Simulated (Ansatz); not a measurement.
Cost and result for the atomization energy of BH4NOSe (`NB(O)[SeH]`) (8 atoms, 7 bonds).

Charge 0, multiplicity 1. Correlated methods include outer-core shells of Se, which these sets cover unevenly. Scalar relativity is left out up to krypton. The structure was optimised at the PBE0-D4/def2-TZVP level. It is one conformer, not always the lowest. Program: Ansatz. All runs use 2 threads of an INTEL XEON PLATINUM 8581C on a shared host. Times are those of one run each, without the atoms' runs, and a repeat can differ threefold. Electronic energies, without spin–orbit coupling; frozen cores. CCSD(T)/CBS adds CCSD(T) − MP2 in def2-TZVPP to the MP2 limit, and its time is that of the two runs behind it. T1 = 0.010. With those shells the extrapolation isn't a true limit. B3LYP takes the VWN-RPA correlation (the form of Gaussian; ORCA's B3LYP/G).

CCSD(T)/CBS is a level of theory with its own doubt, some kJ/mol a heavy atom from the limit and from the frozen cores, so smaller differences don't rank the functionals.

```
                             level  functions  wall time  atomization (kcal/mol)  difference from CCSD(T)/CBS  per bond
            LDA (SPW92)/def2-TZVPP        197     0.85 s                   822.1                        113.9      16.3
              revPBE-D4/def2-TZVPP        197      1.3 s                   704.0                         -4.2      -0.6
                BLYP-D4/def2-TZVPP        197      1.4 s                   711.4                          3.2       0.5
           CAM-B3LYP-D4/def2-TZVPP        197      2.5 s                   711.9                          3.7       0.5
 B3LYP-D4/def2-TZVPP (with forces)        197      2.6 s                   708.9                          0.7       0.1
r2SCAN-D4/def2-TZVPP (with forces)        197      2.8 s                   709.8                          1.6       0.2
                  CCSD(T)/def2-SVP         94      3.5 s                   661.3                        -46.9      -6.7
                 B2PLYP/def2-TZVPP        197      3.7 s                   700.9                         -7.3      -1.0
               PBE-QIDH/def2-TZVPP        197      3.8 s                   700.3                         -7.9      -1.1
                 B97M-V/def2-TZVPP        197      4.7 s                   708.0                         -0.2       0.0
                    MP2/def2-QZVPP        380       16 s                   715.2                          7.0       1.0
                CCSD(T)/def2-TZVPP        197       54 s                   686.2                        -22.0      -3.1
                 CCSD(T)/CBS(def2)          –       69 s                   708.2                          0.0       0.0
```

At CCSD(T), def2-SVP lies −46.8 kcal/mol from the extrapolated value and def2-TZVPP −22.0 kcal/mol: correlation converges slowly with the basis, and small sets miss more of it in the bonded molecule than in its fragments. From BLYP to BHLYP (50 % exact exchange), in def2-TZVPP and without D4, the atomization energy moves by −24.9 kcal/mol: exact exchange takes away binding that semilocal exchange gives to molecules. Leaving LDA and LC-ωPBE aside and taking each functional with its dispersion term where it has one, the values, not all of them listed here, spread over 42.3 kcal/mol, from BHLYP-D4 to PBE-D4. LDA lies +100.3 kcal/mol from PBE without D4, its usual overbinding.
